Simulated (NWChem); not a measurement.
All runs are NWChem calculations. System: C$_{2}$H$_{2}$Cl$_{2}$, charge 0, spin multiplicity 1, displaced from the optimised geometry. Level: RHF/cc-pVDZ, spin-restricted.

Job file:

```
start mol
memory heap 200 mb stack 900 mb global 1100 mb
geometry units angstroms nocenter noautoz noautosym
  Cl    -2.135063    -0.353957     0.000000
  C     -0.556591     0.367791     0.000000
  C      0.556591    -0.367791     0.000000
  Cl     2.135063     0.353957     0.000000
  H     -0.551022     1.459571     0.000000
  H      0.542669    -3.097241     0.000000
end
basis spherical
  * library cc-pvdz
end
scf
  rhf
  nopen 0
  maxiter 100
  thresh 1e-7
  semidirect memsize 60000000 filesize 0
end
task scf energy
```

Output (cleaned and shortened):

```
             Northwest Computational Chemistry Package (NWChem) 7.3.0
             --------------------------------------------------------

                                NWChem Input Module
                                -------------------

 Scaling coordinates for geometry "geometry" by  1.889725989
 (inverse scale =  0.529177249)

                             Geometry "geometry" -> ""
                             -------------------------

 Output coordinates in angstroms (scale by  1.889725989 to convert to a.u.)

  No.       Tag          Charge          X              Y              Z
 ---- ---------------- ---------- -------------- -------------- --------------
    1 Cl                  17.0000    -2.13506300    -0.35395700     0.00000000
    2 C                    6.0000    -0.55659100     0.36779100     0.00000000
    3 C                    6.0000     0.55659100    -0.36779100     0.00000000
    4 Cl                  17.0000     2.13506300     0.35395700     0.00000000
    5 H                    1.0000    -0.55102200     1.45957100     0.00000000
    6 H                    1.0000     0.54266900    -3.09724100     0.00000000

 Effective nuclear repulsion energy (a.u.)     170.0027284451

            Nuclear Dipole moment (a.u.)
            ----------------------------
        X                 Y               Z
 ---------------- ---------------- ----------------
    -0.0157848812    -3.0947475597     0.0000000000


 Summary of "ao basis" -> "" (spherical)
 ------------------------------------------------------------------------------
       Tag                 Description            Shells   Functions and Types
 ---------------- ------------------------------  ------  ---------------------
 *                          cc-pvdz                   on all atoms

 Summary of "ao basis" -> "ao basis" (spherical)
 ------------------------------------------------------------------------------
       Tag                 Description            Shells   Functions and Types
 ---------------- ------------------------------  ------  ---------------------
 Cl                         cc-pvdz                  8       18   4s3p1d
 C                          cc-pvdz                  6       14   3s2p1d
 H                          cc-pvdz                  3        5   2s1p

                                 NWChem SCF Module
                                 -----------------

  ao basis        = "ao basis"
  functions       =    74
  atoms           =     6
  closed shells   =    24
  open shells     =     0
  charge          =   0.00
  wavefunction    = RHF
  use symmetry    = F
  symmetry adapt  = F

 Summary of "ao basis" -> "ao basis" (spherical)
 ------------------------------------------------------------------------------
       Tag                 Description            Shells   Functions and Types
 ---------------- ------------------------------  ------  ---------------------
 Cl                         cc-pvdz                  8       18   4s3p1d
 C                          cc-pvdz                  6       14   3s2p1d
 H                          cc-pvdz                  3        5   2s1p

 Forming initial guess at       0.1s

      Superposition of Atomic Density Guess
      -------------------------------------

 Sum of atomic energies:        -995.28094317

      Non-variational initial energy
      ------------------------------

 Total energy =    -996.379603
 1-e energy   =   -1710.605426
 2-e energy   =     544.223095
 HOMO         =      -0.235360
[...]
              iter       energy          gnorm     gmax       time
             ----- ------------------- --------- --------- --------
                 1     -995.5553837591  7.51D-01  1.92D-01      1.6
                 2     -995.5980990756  3.00D-01  8.75D-02      1.6
                 3     -995.6127485484  1.91D-02  6.60D-03      1.7
                 4     -995.6128152048  1.71D-04  5.57D-05      1.8
                 5     -995.6128152102  1.10D-08  2.53D-09      1.9

       Final RHF  results
       ------------------

         Total SCF energy =   -995.612815210224
      One-electron energy =  -1710.974370446846
      Two-electron energy =    545.358826791506
 Nuclear repulsion energy =    170.002728445116

        Time for solution =      0.3s

             Final eigenvalues
             -----------------

              1
    1 -104.8805
    2 -104.8543
    3  -11.3848
    4  -11.3408
    5  -10.6057
    6  -10.5808
    7   -8.0732
    8   -8.0696
    9   -8.0693
   10   -8.0485
   11   -8.0448
   12   -8.0448
   13   -1.1992
   14   -1.1520
   15   -0.9990
   16   -0.7618
   17   -0.6607
   18   -0.6006
   19   -0.5562
   20   -0.5067
   21   -0.5043
   22   -0.4697
   23   -0.3789
   24   -0.3418
   25   -0.0695
   26    0.1253
   27    0.1688
   28    0.1869
   29    0.2840
   30    0.3965
   31    0.5747
   32    0.6050
   33    0.6396
   34    0.6418

                       ROHF Final Molecular Orbital Analysis
                       -------------------------------------

 Vector   22  Occ=2.000000D+00  E=-4.696985D-01
              MO Center= -2.0D+00, -2.8D-01,  1.0D-16, r^2= 1.6D+00
   Bfn.  Coefficient  Atom+Function         Bfn.  Coefficient  Atom+Function
  ----- ------------  ---------------      ----- ------------  ---------------
     9      0.553144  1 Cl py                12      0.444810  1 Cl py
     8     -0.232720  1 Cl px                11     -0.192844  1 Cl px

 Vector   23  Occ=2.000000D+00  E=-3.788987D-01
              MO Center= -1.1D-01, -1.8D-02, -3.1D-17, r^2= 3.5D+00
   Bfn.  Coefficient  Atom+Function         Bfn.  Coefficient  Atom+Function
  ----- ------------  ---------------      ----- ------------  ---------------
    38     -0.340510  3 C  pz                24     -0.323168  2 C  pz
    10      0.320552  1 Cl pz                13      0.304612  1 Cl pz
    56      0.288492  4 Cl pz                59      0.269663  4 Cl pz
    27     -0.243410  2 C  pz                41     -0.235916  3 C  pz

 Vector   24  Occ=2.000000D+00  E=-3.418272D-01
              MO Center=  7.1D-01, -1.7D+00,  6.7D-16, r^2= 3.4D+00
   Bfn.  Coefficient  Atom+Function         Bfn.  Coefficient  Atom+Function
  ----- ------------  ---------------      ----- ------------  ---------------
    71      0.405870  6 H  s                 40     -0.316256  3 C  py
    70      0.300949  6 H  s                 37     -0.289818  3 C  py
    55      0.241417  4 Cl py                58      0.232975  4 Cl py
    35      0.191599  3 C  s

 Vector   25  Occ=0.000000D+00  E=-6.950473D-02
              MO Center=  6.2D-01, -1.8D+00,  3.6D-16, r^2= 3.6D+00
   Bfn.  Coefficient  Atom+Function         Bfn.  Coefficient  Atom+Function
  ----- ------------  ---------------      ----- ------------  ---------------
    71      0.511898  6 H  s                 37      0.347943  3 C  py
    35     -0.329905  3 C  s                 40      0.329121  3 C  py
    70      0.318459  6 H  s                 58     -0.215472  4 Cl py
    66     -0.174535  5 H  s                 55     -0.163281  4 Cl py
    34     -0.152347  3 C  s

 Vector   26  Occ=0.000000D+00  E= 1.252885D-01
              MO Center= -3.8D-03,  1.9D-02,  1.2D-15, r^2= 2.6D+00
   Bfn.  Coefficient  Atom+Function         Bfn.  Coefficient  Atom+Function
  ----- ------------  ---------------      ----- ------------  ---------------
    27      0.739794  2 C  pz                41     -0.723575  3 C  pz
    38     -0.406458  3 C  pz                24      0.381831  2 C  pz
    13     -0.230941  1 Cl pz                59      0.223790  4 Cl pz

 Vector   27  Occ=0.000000D+00  E= 1.688056D-01
              MO Center=  3.0D-01,  6.3D-02,  3.9D-16, r^2= 5.1D+00
   Bfn.  Coefficient  Atom+Function         Bfn.  Coefficient  Atom+Function
  ----- ------------  ---------------      ----- ------------  ---------------
    35      0.897509  3 C  s                 57      0.719515  4 Cl px
    11      0.633149  1 Cl px                50     -0.608745  4 Cl s
     4      0.548900  1 Cl s                 21     -0.535399  2 C  s
    26      0.433731  2 C  py                39      0.385622  3 C  px
    66     -0.350906  5 H  s                 25      0.326980  2 C  px

 center of mass
 --------------
 x =  -0.00016579 y =  -0.03250500 z =   0.00000000

 moments of inertia (a.u.)
 ------------------
          84.974414265214        -162.253845224986           0.000000000000
        -162.253845224986        1167.196750172482           0.000000000000
           0.000000000000           0.000000000000        1252.171164437696

  Mulliken analysis of the total density
  --------------------------------------

    Atom       Charge   Shell Charges
 -----------   ------   -------------------------------------------------------
    1 Cl  17    17.05   2.00  2.01  0.94  0.98  6.00  3.03  2.05  0.04
    2 C    6     6.02   2.00  0.68  0.50  1.94  0.81  0.09
    3 C    6     6.07   2.00  0.70  0.64  1.73  0.91  0.09
    4 Cl  17    16.99   2.00  2.01  0.95  0.97  6.00  3.01  2.01  0.05
    5 H    1     0.88   0.73  0.12  0.03
    6 H    1     0.99   0.38  0.61  0.00

       Multipole analysis of the density wrt the origin
       ------------------------------------------------

     L   x y z        total         open         nuclear
     -   - - -        -----         ----         -------
     0   0 0 0     -0.000000      0.000000     48.000000

     1   1 0 0      0.089310      0.000000     -0.015785
     1   0 1 0      0.471082      0.000000     -3.094748
     1   0 0 1      0.000000      0.000000      0.000000

     2   2 0 0    -29.196937      0.000000    568.886378
     2   1 1 0     -0.098246      0.000000     74.110135
     2   1 0 1     -0.000000      0.000000      0.000000
     2   0 2 0    -26.039251      0.000000     62.872876
     2   0 1 1      0.000000      0.000000      0.000000
     2   0 0 2    -29.701698      0.000000      0.000000

 Task  times  cpu:        1.9s     wall:        1.9s

 Total times  cpu:        1.9s     wall:        1.9s
```
